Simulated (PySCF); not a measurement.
C5H6O2, SMILES C([C@@H](C)C#C)(=O)O. Heavy atoms are numbered as in [CH:1]#[C:2][C@H:3]([CH3:4])[C:5](=[O:6])[OH:7]. Hydrogens are named by the atom that carries them.

Coordinates come from a B3LYP-D3(BJ)/def2-SVP optimisation. The values are those of a single conformer.

All values below come from PBE/pcSseg-1 (PySCF).

GIAO shieldings, no solvent; atoms alike by connectivity are averaged. δ = σ(ref) − σ: ¹³C against TMS (σ = 182.0 ppm); ¹⁷O against H2O (σ = 334.3 ppm); ¹H against TMS (σ = 31.49 ppm), references at their B3LYP-D3(BJ)/def2-TZVP geometries, non-relativistic.

| atoms | nucleus | count | δ (ppm) |
|---|---|---|---|
| C5 | ¹³C | 1 | 174.1 |
| C2 | ¹³C | 1 | ___ |
| C1 (CH) | ¹³C | 1 | ___ |
| C3 (CH) | ¹³C | 1 | 35.6 |
| C4 (CH3) | ¹³C | 1 | ___ |
| O6 | ¹⁷O | 1 | 436.5 |
| O7 (OH) | ¹⁷O | 1 | 228.3 |
| H on O7 | ¹H | 1 | 6.03 |
| H on C3 | ¹H | 1 | 3.69 |
| H on C1 | ¹H | 1 | ___ |
| H on C4 | ¹H | 3 | ___ |

### Question
What belongs in the gaps? (Estimate from the structure and the level; the computed values follow.)

### Answer

- H on C4, δ (ppm): 1.59
- C2, δ (ppm): 86.2
- C4 (CH3), δ (ppm): 21.3
- C1 (CH), δ (ppm): 75.5
- H on C1, δ (ppm): 2.17
